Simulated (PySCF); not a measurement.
## Vibration and rotation of SrCa

PBE0 constants of SrCa, ¹Σ⁺ (singlet), closed shell (Sr x2c-TZVPall, Ca x2c-TZVPall; spin-free X2C with a Gaussian nucleus (PySCF 2.14); masses 87.9056 and 39.9626 u):

```
ωe              : 63.7 cm⁻¹
ωexe            : 0.543 cm⁻¹
Be              : 0.03138 cm⁻¹
αe              : 0.000280 cm⁻¹
D (centrifugal) : 3.05e-08 cm⁻¹
De to Sr + Ca   : 0.190 eV
```

**Question.** Give the band origin of the fundamental and the first lines of its P and R branches.

**Answer.** ν0 = ωe − 2ωexe = 62.6 cm⁻¹, B0 = 0.031240, B1 = 0.030960 cm⁻¹.

```
J″  P(J″) − ν0  R(J″) − ν0
 0                   0.062
 1      -0.062       0.123
 2      -0.126       0.184
 3      -0.189       0.244
 4      -0.253       0.304
 5      -0.318       0.363
 6      -0.383       0.422
```

**Question.** Near which J would the R branch turn back, without centrifugal distortion?

**Answer.** At J ≈ (B0 + B1)/(2(B0 − B1)) − 1 ≈ 110.

Closed-shell solutions of metal pairs were not tested for spin polarisation, which can lower them a little. The bond is weak. Basis-set superposition, not corrected here, can be much of De in a small basis, most of all at correlated wavefunction levels. Functionals without a dispersion term scatter widely for such bonds, and LDA overbinds them.
